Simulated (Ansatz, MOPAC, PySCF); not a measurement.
Constitutional and geometric isomers with formula C2H7B. Gas-phase values, no solvent. One relaxed conformer stands for each flexible species; it need not be the lowest. Strings in code marks are SMILES.

Quantity: vertical ionisation energy (energy after one electron is removed minus that of the parent at the parent's geometry), in eV.

Level 1: B3LYP/6-31G* // PBE0-D3(BJ)/def2-TZVP (PySCF)
Level 2: minus the HOMO energy of HF/6-31G* // PBE0-D3(BJ)/def2-TZVP (PySCF)
Level 3: minus the HOMO energy of PM7 // PBE0-D3(BJ)/def2-TZVP (MOPAC)
Level 4: HF/cc-pVTZ // PBE0-D3(BJ)/def2-TZVP (Ansatz, a quantum-chemistry and plane-wave program)

```tsv
species	level 1	level 2	level 3	level 4
`CBC`	10.97	12.09	10.90	10.88
`BCC`	11.04	12.17	10.98	10.67
```
